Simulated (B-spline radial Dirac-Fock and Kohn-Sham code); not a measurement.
## Run log: Gd⁴⁺

ΔSCF core binding energies without Breit or QED terms, calculated with a radial B-spline solver. Keys: rel is the Hamiltonian (dirac, or spin-free x2c and nr, where L3 and M5 stand for the whole 2p and 3d shells), method is hf or an exchange,correlation pair (spin-unpolarised, also for the hole states), nuc the nuclear model, radius_factor scales its radius, rmax is the box in bohr, h the logarithmic mesh step, order the B-spline order, points the quadrature points per cell, c_factor scales the speed of light, and damp, ndamp, maxit and tol steer the iteration. The run stops when the commutator error falls below 10·tol·max(1, Z/10), or the numerical noise floor, and the energy has settled to about 1e-8 Ha; the virial ratio is −V/T.

Input (task.json):

```json
{"items": [{"Z": 64, "q": 4, "cfg": [[1, 0, 2], [2, 0, 2], [2, 1, 6], [3, 0, 2], [3, 1, 6], [3, 2, 10], [4, 0, 2], [4, 1, 6], [4, 2, 10], [4, 3, 6], [5, 0, 2], [5, 1, 6]], "A": 158, "rrms": 5.1569, "do": "settings", "holes": ["K", "L3", "M5"],
  "settings": [{"rel": "dirac", "method": "hf", "nuc": "gauss", "radius_factor": 1.0, "rmax": 45.0, "h": 0.3, "order": 8, "points": 10, "c_factor": 1.0, "maxit": 60, "damp": 0.5, "ndamp": 3, "tol": 1e-08}]}]}
```

Command: `python xray2_run.py task.json out`

Ground-state iterations:

```
iter   energy (Ha)        error
   1   -11237.07982661  2.05e+00
   2   -11255.95408004  1.15e+00
   3   -11270.38292613  2.96e-01
   4   -11271.36826020  1.05e-01
   5   -11271.45127994  2.62e-02
   6   -11271.45979043  1.85e-02
   7   -11271.46312457  2.62e-03
   8   -11271.46318567  6.96e-04
   9   -11271.46319063  3.03e-05
  10   -11271.46319064  1.12e-06
  11   -11271.46319064  6.13e-08
```

The ground state converged in 11 iterations, with total energy -11271.46319 Ha, virial ratio 1.91721 and highest orbital energy -65.30 eV. ΔSCF binding energies: K (1s) 50513.8 eV, L3 (2p3/2) 7321.9 eV, M5 (3d5/2) 1251.2 eV.
